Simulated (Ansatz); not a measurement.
Two isomers of CH9GeNSi: A = `C[NH][GeH2][SiH3]`, B = `[CH3][GeH2][NH][SiH3]`.

Gas-phase electronic energies from Ansatz, PBE0-D4/def2-TZVP geometries. CCSD(T)/CBS adds triple-zeta CCSD(T) − MP2 to the extrapolated MP2 energy (def2 sets, frozen cores). Functionals use def2-TZVPP. For Ge outer-core shells are correlated without core-valence functions, which leaves a few kJ/mol of doubt a bond. Scalar relativity is left out up to krypton. One conformer a species, not always the lowest.

A:

Z-matrix (Å, degrees):
```
C
N 1 1.450
H 1 1.100 2 115.0
H 1 1.094 2 110.1 3 121.9
H 1 1.094 2 109.5 3 -120.8
Ge 2 1.846 1 117.9 3 67.2
H 2 1.011 1 111.5 3 -65.1
Si 6 2.398 2 113.7 1 -58.6
H 6 1.542 2 106.0 1 62.3
H 6 1.540 2 106.5 1 179.4
H 8 1.489 6 110.0 2 -63.8
H 8 1.488 6 111.1 2 176.0
H 8 1.488 6 110.6 2 55.7
```

B:

Z-matrix (Å, degrees):
```
C
Ge 1 1.947
H 1 1.091 2 110.0
H 1 1.091 2 110.6 3 120.5
H 1 1.091 2 109.9 3 -119.7
N 2 1.846 1 109.8 3 60.0
H 2 1.544 1 110.0 3 -179.3
H 2 1.541 1 111.7 3 -57.1
Si 6 1.714 2 126.4 1 69.2
H 6 1.008 2 114.4 1 -121.2
H 9 1.489 6 106.6 2 -13.3
H 9 1.492 6 113.9 2 105.9
H 9 1.490 6 112.1 2 -132.6
```

Which is lower in electronic energy at CCSD(T)/CBS, and by how much? (Best estimate.)

Ansatz gave: B, by 28.5 kcal/mol.

Give E(B) − E(A) in kcal/mol with r2SCAN-D4, B2PLYP, CCSD/def2-TZVPP, PBE0-D4, MP2/def2-TZVPP, PBE-D4, ωB97M-V. (Best estimate.)

The calculation gave: r2SCAN-D4 -26.5, B2PLYP -28.1, CCSD/def2-TZVPP -28.9, PBE0-D4 -24.7, MP2/def2-TZVPP -31.0, PBE-D4 -22.5, ωB97M-V -28.4. None reverses the order clearly.

Largest T1 diagnostic: 0.012.

From PBE to PBE0 (25 % exact exchange), in def2-TZVPP and without D4, E(B) − E(A) moves by −2.2 kcal/mol.
